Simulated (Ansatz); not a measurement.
Species: SeOF, charge 0, doublet. SeOF (SMILES [O][Se]F, doublet).
B3LYP-D3(BJ)/def2-TZVP minimum from Ansatz (a quantum-chemistry and plane-wave program):
```xyz
3

Se     0.1871     0.1847     0.2272
F     -1.5097     0.1702    -0.2832
O      0.9033    -0.9764    -0.6471
```
Charge 0, spin multiplicity 2.

Total energies in hartree (Ansatz). Open shells are spin-unrestricted; no spin-orbit coupling. Cores are frozen in correlated methods (noble-gas shells, and filled d and f shells in the p block). No relativity. The UHF reference of FOSe ([O][Se]F, doublet) is spin-contaminated (<S^2> up to 0.04 over the pure value in the sets run).

```csv
species,HF/cc-pVTZ,CCSD(T)/cc-pVTZ,HF/cc-pVQZ,CCSD(T)/cc-pVQZ,CCSDT(Q)/cc-pVTZ
"1: SeOF (SMILES F[Se][O], doublet)",-2574.19288,-2574.86396,-2574.21432,-2574.94097,-2574.86767
2: Se (triplet),-2399.87209,-2399.99441,-2399.87500,-2400.00700,-2399.99510
3: F (doublet),-99.40552,-99.62036,-99.41377,-99.65026,-99.62061
4: O (triplet),-74.81176,-74.97396,-74.81729,-74.99357,-74.97430
```

**Question.** Work out the atomisation energy (electronic, to ground-state atoms) in kcal/mol: take Hartree-Fock from cc-pVQZ, extrapolate the CCSD(T) correlation energy as X^-3 (X = 3, 4), and add CCSDT(Q) - CCSD(T) in cc-pVTZ. 1 hartree = 627.51 kcal/mol.

**Answer.** 
Species 1: correlation (64·(-0.72665) - 27·(-0.67108))/37 = -0.76720; step -0.00371; E1 = -2574.21432 + (-0.76720) + (-0.00371) = -2574.98523
Species 2: correlation (64·(-0.13200) - 27·(-0.12232))/37 = -0.13906; step -0.00069; E2 = -2399.87500 + (-0.13906) + (-0.00069) = -2400.01475
Species 3: correlation (64·(-0.23649) - 27·(-0.21484))/37 = -0.25229; step -0.00025; E3 = -99.41377 + (-0.25229) + (-0.00025) = -99.66631
Species 4: correlation (64·(-0.17628) - 27·(-0.16220))/37 = -0.18655; step -0.00034; E4 = -74.81729 + (-0.18655) + (-0.00034) = -75.00418
-1·E1 +1·E2 +1·E3 +1·E4 = 0.29999 hartree = 188.2 kcal/mol.
